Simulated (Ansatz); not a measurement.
Basis-set series for `CCC(C)(C)C(C)=O`. Charge 0, multiplicity 1. All single points use the PBE0-D4/def2-TZVP geometry. It is one conformer, not always the lowest.

```xyz
22

C     0.635    2.008   -1.121
C     1.157    1.044   -0.070
C     0.187   -0.067    0.342
C    -1.121    0.511    0.878
C     0.849   -0.914    1.437
C    -0.043   -1.023   -0.833
C    -1.298   -1.857   -0.839
O     0.774   -1.139   -1.713
H    -0.235    2.569   -0.769
H     0.356    1.482   -2.036
H     1.404    2.737   -1.385
H     1.428    1.598    0.837
H     2.072    0.574   -0.438
H    -0.904    1.228    1.674
H    -1.689    1.034    0.107
H    -1.764   -0.264    1.301
H     1.802   -1.319    1.092
H     0.213   -1.747    1.749
H     1.037   -0.293    2.317
H    -2.160   -1.221   -1.062
H    -1.214   -2.626   -1.604
H    -1.486   -2.315    0.135
```

```
functional       basis  functions  energy (Eh)  HOMO (eV)  LUMO (eV)
   PBE0-D4    def2-SVP        182   -349.75100      -6.89      -0.14
   PBE0-D4  def2-TZVPP        444   -350.13413      -6.99      -0.30
   ωB97M-V    def2-SVP        182   -349.96262      -9.27       2.18
   ωB97M-V  def2-TZVPP        444   -350.36766      -9.39       1.94
```

Q: Give the rows for def2-QZVPP. (Best estimate.)

A: Computed: 
| functional | basis | functions | energy (Eh) | HOMO (eV) | LUMO (eV) |
| --- | --- | --- | --- | --- | --- |
| PBE0-D4 | def2-QZVPP | 876 | -350.15356 | -7.02 | -0.35 |
| ωB97M-V | def2-QZVPP | 876 | -350.38654 | -9.40 | 1.52 |

Positive LUMOs are unbound and depend on the basis.
